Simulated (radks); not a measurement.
Task: All-electron calculation, scalar-relativistic Kohn-Sham, r2SCAN, spin-polarised, spherical densities, finite nucleus; open shells are filled with parallel spins first; meta-GGA in the generalised Kohn-Sham scheme; Fermi nuclear charge, rms radius of each element as measured or else 0.836 A^(1/3) + 0.57 fm. Program: a radial shooting solver on a logarithmic mesh with Libxc functionals. Each species is in its NIST ground configuration. Rank S4+, P4+, Si4+, Mg4+, Al4+, Cl4+, Ar4+ by Delta-SCF ionisation energy (eV), largest first.

Result: Si4+ 168.66, Al4+ 154.62, Mg4+ 139.68, Ar4+ 75.137, S4+ 71.768, Cl4+ 67.339, P4+ 64.963.
